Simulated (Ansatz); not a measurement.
Cartesian coordinates in Å:
```
N 0.4288 -1.3495 0.9613
B 0.5085 -0.0685 0.4325
S 1.8394 1.0476 0.9661
Si -0.8514 0.5362 -0.9181
Br -2.2965 -1.1414 -1.2865
H -0.2994 -1.9872 0.6816
H 1.0689 -1.7281 1.6404
H 1.5024 2.1044 0.2121
H -1.6499 1.7017 -0.4574
H -0.2508 0.8848 -2.2320
```

Total charge 0; spin multiplicity 1.

List the r2SCAN/def2-TZVPP orbital energies in eV (the Gaussian-basis code of Ansatz). (Estimate.)

Ansatz gave: Occupied: -13121.82, -2409.26, -1791.62, -1695.05, -1525.81, -1525.75, -1525.75, -385.79, -234.70, -213.72, -181.05, -174.92, -174.73, -174.73, -157.79, -157.69, -157.61, -142.04, -96.98, -96.87, -96.84, -68.76, -68.71, -68.70, -68.56, -68.56, -23.28, -20.06, -19.27, -14.28, -13.60, -13.07, -10.65, -9.86, -9.46, -9.25, -8.33, -8.04, -7.39, -6.95, -6.62. Lowest empty: -1.34, -0.89, -0.27, 0.63, 1.06, 1.69, 1.96, 2.07.
